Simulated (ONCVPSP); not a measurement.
## Sc, ONCV: configuration errors across variants

scandium (Sc), optimised norm-conserving Vanderbilt (ONCV), made with ONCVPSP 4.0.1 (PBE, scalar-relativistic). Core [Ne] 3s2, reference 3p6 3d1 4s2. Waves: 4s: rc 3.05 bohr, ncon 4, nbas 8, qcut 1.8 1/bohr, 2 projectors, debl 2.2 Ha; 3p: rc 1.30 bohr, ncon 3, nbas 7, qcut 10.4 1/bohr, 1 projector; 3d: rc 1.35 bohr, ncon 4, nbas 7, qcut 8.5 1/bohr, 3 projectors, debl 4 Ha. Local part: polynomial inside 0.90 bohr (lpopt 5, dvloc0 -1 Ha). Core correction: Teter function, fcfact 2.75, rcfact 1.5.

All-electron excitation energies from the reference (eV): (1) 3p6 3d1 4s1 6.897; (2) 3p6 3d1 4s0 19.665; (3) 3p5 3d1 4s2 40.177.

1 further variants failed, have other tests or too few solved ones, and are left out.

A true bound ghost makes a file unfit for plane-wave use even where its test errors are small: the radial tests pick states by their node count and pass the ghost by.

Errors AE − PS in meV (a dash: test not solved or not reliable):

| change | (1) | (2) | (3) | bound ghosts | GHOST(+) flags above zero |
| --- | --- | --- | --- | --- | --- |
| base | -0.7 | +13 | -89 | s | s, d |
| local potential polynomial inside 0.90 bohr (lpopt 5, dvloc0 -2.5 Ha) | -0.6 | +13 | -89 | s | s, d |
| core correction Teter function, fcfact 3.1, rcfact 1.5 | -0.7 | +13 | -89 | s | s, d |
| d: rc 1.3, qcut 8.8 | -0.7 | +12 | -87 | s | s, d |
| d: qcut 11.7 | -0.8 | +12 | -83 | s | s |
| p: nbas 6 | -0.7 | +13 | -89 | s | s, d |
| p: rc 1.46 | -0.7 | +13 | -91 | s | s, d |
| p: nproj 3 | -0.7 | +13 | -96 | s | s, d |

Give the same row for: s: ncon 3, nbas 7.

-1.7, -0.6, -54; bound ghosts: s; GHOST(+) flags above zero: s, d.
